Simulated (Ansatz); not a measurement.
Geometry optimisation, Ansatz, UKS PBE/def2-SVP.

Input:

```yaml
crystal:
  periodic: [false, false, false]
  atoms:
    - { symbol: Al, position_ang: [0.124883, 0.662765, -0.187636] }
    - { symbol: F, position_ang: [1.189671, 0.374936, 2.47474] }
    - { symbol: O, position_ang: [1.221611, -0.237415, -1.143951] }
    - { symbol: H, position_ang: [1.207533, -1.207916, -1.166484] }
    - { symbol: F, position_ang: [-1.0385, -0.109835, 0.782446] }
    - { symbol: Si, position_ang: [0.036357, -0.026035, 3.543912] }
    - { symbol: H, position_ang: [-0.468008, -1.401735, 3.247054] }
    - { symbol: H, position_ang: [0.697564, -0.005901, 4.889981] }
    - { symbol: H, position_ang: [-1.05171, 0.999237, 3.502237] }
magnetization:
  spin_polarized: true
  initial_magnetization: 1
basis:
  gaussian: { orbitals: def2-SVP }
hamiltonian:
  xc: pbe
relax:
  f_tol: 0.03
  max_steps: 50
```

Launched with:

```bash
$ ansatz run input.yaml --threads 4 --pin off --max-ram 5120MiB --backend cpu --events-out ev --progress --plain --runs-dir out
```

Question: Where does it end, and by what steps?

Answer: The forces met the threshold. The force dipped under the threshold on the way, but the program's further checks kept it going. After 9 steps the energy has fallen by 0.283 eV; Al1 moved furthest, 0.47 Å. Joined: Al1–F2 (2.88 → 2.04 Å).

```csv
step,energy less start (eV),largest force component (eV/Å),accepted
0,0.0000,0.980,yes
1,-0.0941,0.847,yes
2,-0.1991,0.603,yes
3,-0.2139,0.846,yes
4,-0.2686,0.489,yes
5,-0.2793,0.105,yes
6,-0.2817,0.046,yes
7,-0.2823,0.020,yes
8,-0.2829,0.035,yes
9,-0.2832,0.023,yes
```

```xyz
9
Properties=species:S:1:pos:R:3
Al 0.323 0.698 0.234
F 1.071 0.514 2.123
O 1.308 -0.324 -0.754
H 1.040 -1.239 -0.949
F -1.090 -0.004 0.946
Si -0.030 -0.054 3.324
H -0.392 -1.471 3.035
H 0.849 0.018 4.536
H -1.160 0.909 3.448
```

Whether the end is a true minimum wasn't checked by a vibrational analysis.

The run took 14 s on 4 threads of Arm Neoverse V2, with other jobs on the host, peak memory 0.18 GiB.
